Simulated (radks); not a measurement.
Task: Valence configurations of La I (all share [Xe]). Method: scalar-relativistic Kohn-Sham, PBEsol, spin-polarised, spherical densities, finite nucleus; open shells are filled with parallel spins first (spin-orbit coupling, left out, can overturn this in heavy ions); Fermi nuclear charge, rms radius 4.855 fm; computed with a radial shooting solver on a logarithmic mesh with Libxc functionals. Order these by energy: 5d1 6s2; 4f0.5 5d1 6s1.5; 4f1 6s2; 5d2 6s1; 4f0.5 5d1 6s0.5 6p1; 4f2 5d1; 6s2 6p1.

Result: From the lowest, in eV above it: 5d2 6s1 0.000; 5d1 6s2 0.059; 4f0.5 5d1 6s1.5 0.241; 4f1 6s2 0.725; 4f0.5 5d1 6s0.5 6p1 2.055; 6s2 6p1 2.387; 4f2 5d1 5.416. NIST lists [Xe] 5d1 6s2 as the ground configuration; this level of theory puts 5d2 6s1 lower, by 0.059 eV. The energies are those of spherical high-spin densities, not of single terms. No valid solution was reached for [Xe] 4f1.5 6s1.5; [Xe] 4f0.5 5d2 6s0.5; [Xe] 4f1 5d1 6s1.
